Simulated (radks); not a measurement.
Values are calculated unless marked as measured or tabulated.
Neutral nitrogen inside a hard spherical wall (all orbitals vanish at R), configuration held at [He] 2s2 2p3 and not refilled when levels cross. Level of theory: non-relativistic Kohn-Sham, PBE, spin-polarised, spherical densities, point nucleus; open shells are filled with parallel spins first (a radial shooting solver on a logarithmic mesh with Libxc functionals). Eigenvalues in eV for spin up, with the zero of energy where the potential of the charges vanishes at infinity; a dash marks a level that is unbound or too diffuse for the functional's potential to be trusted. A positive occupied level is held by the wall or, in an anion where self-interaction has pushed it up, behind a barrier. The pressure on the wall is -dE/dV.

[
 {"R (bohr)": "free", "E (hartree)": "-54.53576", "kinetic (hartree)": "54.382", "e(1s)": "-383.93", "e(2s)": "-19.852", "e(2p)": "-8.304", "e(3s, empty)": "-", "e(3p, empty)": "-", "pressure (GPa)": "0"},
 {"R (bohr)": "20", "E (hartree)": "-54.53576", "kinetic (hartree)": "54.382", "e(1s)": "-383.93", "e(2s)": "-19.852", "e(2p)": "-8.304", "e(3s, empty)": "-", "e(3p, empty)": "-", "pressure (GPa)": "< 0.0001"},
 {"R (bohr)": "12", "E (hartree)": "-54.53576", "kinetic (hartree)": "54.382", "e(1s)": "-383.93", "e(2s)": "-19.852", "e(2p)": "-8.304", "e(3s, empty)": "-0.106", "e(3p, empty)": "1.093", "pressure (GPa)": "< 0.0001"},
 {"R (bohr)": "8", "E (hartree)": "-54.53567", "kinetic (hartree)": "54.383", "e(1s)": "-383.92", "e(2s)": "-19.843", "e(2p)": "-8.295", "e(3s, empty)": "0.875", "e(3p, empty)": "2.834", "pressure (GPa)": "0.00473"},
 {"R (bohr)": "6", "E (hartree)": "-54.53381", "kinetic (hartree)": "54.399", "e(1s)": "-383.74", "e(2s)": "-19.727", "e(2p)": "-8.169", "e(3s, empty)": "3.385", "e(3p, empty)": "6.287", "pressure (GPa)": "0.203"},
 {"R (bohr)": "3.5", "E (hartree)": "-54.41008", "kinetic (hartree)": "55.036", "e(1s)": "-379.21", "e(2s)": "-16.922", "e(2p)": "-4.911", "e(3s, empty)": "24.169", "e(3p, empty)": "28.519", "pressure (GPa)": "42.9"},
 {"R (bohr)": "3", "E (hartree)": "-54.22258", "kinetic (hartree)": "55.813", "e(1s)": "-374.84", "e(2s)": "-14.080", "e(2p)": "-1.660", "e(3s, empty)": "39.906", "e(3p, empty)": "43.441", "pressure (GPa)": "152"},
 {"R (bohr)": "2", "E (hartree)": "-52.26683", "kinetic (hartree)": "61.738", "e(1s)": "-349.92", "e(2s)": "6.800", "e(2p)": "19.898", "e(3s, empty)": "134.81", "e(3p, empty)": "125.43", "pressure (GPa)": "2830"}
]
